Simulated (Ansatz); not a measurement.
A structure relaxed at PBE0-D4/def2-TZVP, charge 0, multiplicity 1:

```tsv
atom	x (Å)	y (Å)	z (Å)
C1	-0.0302	0.8918	1.1757
C2	0.4370	-0.2949	0.3478
Si3	-0.8050	-0.8770	-0.9451
S4	2.0326	-0.0082	-0.4803
H5	-0.9408	0.6439	1.7294
H6	0.7372	1.1979	1.8903
H7	-0.2515	1.7521	0.5386
H8	0.6505	-1.1456	1.0044
H9	-2.1440	-1.0984	-0.3273
H10	-0.3440	-2.1379	-1.5765
H11	-0.9344	0.1852	-1.9798
H12	1.5927	0.8910	-1.3773
```

(1) Give its formula and SMILES.

(2) Summarise the bond lengths by kind.

Results:

(1) C2H8SSi, `CC([SiH3])S`.

(2) 1 × C–C 1.521 Å; 4 × C–H 1.092 to 1.096 Å; 1 × C–Si 1.885 Å; 1 × C–S 1.820 Å; 3 × H–Si 1.484 to 1.491 Å; 1 × H–S 1.344 Å.

Program: Ansatz 0.2.0.
